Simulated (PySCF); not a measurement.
Exercise with solution: chemical shift, span and skew from a shielding tensor

C3H5NOSi, SMILES N#CC[SiH2]C=O. Atoms are numbered in the order given.

```xyz
11

N      0.0496     3.2597     0.0000
C      0.3492     2.1395     0.0000
C      0.6721     0.7230     0.0000
Si    -0.8717    -0.3906     0.0000
C     -0.1548    -2.1891     0.0000
O      1.0435    -2.3634     0.0000
H      1.2807     0.4674    -0.8830
H      1.2807     0.4674     0.8830
H     -1.7003    -0.1720     1.2176
H     -1.7003    -0.1720    -1.2176
H     -0.8517    -3.0742     0.0000
```
Charge 0, spin multiplicity 1.

The structure is a stationary point at B3LYP-D3(BJ)/def2-SVP. This is a generated structure with no PubChem entry under its InChIKey; it may be hypothetical. One conformer was computed; it need not be the lowest.

GIAO shieldings from B3LYP/pcSseg-1 (PySCF), non-relativistic, no solvent. The symmetric part of the tensor of C5 has the principal values -185.7, -93.2, 87.7 ppm. The same nucleus in TMS has σ = 181.3 ppm at this level (PySCF, at its B3LYP-D3(BJ)/def2-TZVP geometry).

Task: Work out the isotropic shielding, the ¹³C shift against TMS, the span and the skew.

Result: 
σ(iso) = (σ11 + σ22 + σ33)/3 = -63.7 ppm. δ = σ(ref) − σ(iso) = 181.3 − (-63.7) = 245.0 ppm.
Span Ω = σ33 − σ11 = 273.4 ppm. Skew κ = 3(σ(iso) − σ22)/Ω = 0.32. Tumbling in solution averages the tensor to δ; in a static solid the shielding alone would spread this spin-1/2 line over Ω.
